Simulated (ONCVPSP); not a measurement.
**How hard is this Ar (Z = 18) ONCV potential?**

Ar, optimised norm-conserving Vanderbilt (ONCV), made with ONCVPSP 4.0.1 (PBE, scalar-relativistic). Core [Ne], reference 3s2 3p6. Waves: 3s: rc 1.05 bohr, ncon 3, nbas 7, qcut 6.5 1/bohr, 2 projectors, debl 1 Ha; 3p: rc 1.35 bohr, ncon 4, nbas 8, qcut 6.9 1/bohr, 3 projectors, debl 1.4 Ha; d scattering state at 0.02 Ha: rc 1.05 bohr, ncon 3, nbas 7, qcut 9.6 1/bohr, local. Local part: the d channel. Core correction: none.

**Question.** For each optimised wave give the share of its norm inside rc, the residual kinetic energy above qcut (Ha) and the cutoffs (Ha) for errors of 10, 1, 0.1 and 0.01 mHa per electron.

**Answer.**

```csv
wave,norm inside rc,residual KE,10 mHa,1 mHa,0.1 mHa,0.01 mHa
3s,0.259,3.3e-04,14.2,19.0,32.5,95.8
s projector 2,0.029,1.6e-04,9.0,15.1,33.8,159.3
3p,0.379,7.1e-05,6.6,13.8,22.7,85.3
p projector 2,0.154,7.4e-05,6.9,10.0,22.7,118.5
p projector 3,0.089,3.1e-04,7.8,11.3,43.3,117.2
d projector 1,0.000,4.1e-04,0.0,0.1,not reached,not reached
```

The occupied waves need 19 Ha and 33 Ha for 1 and 0.1 mHa. Rows with under 1 % of the norm inside rc give no meaningful cutoff.
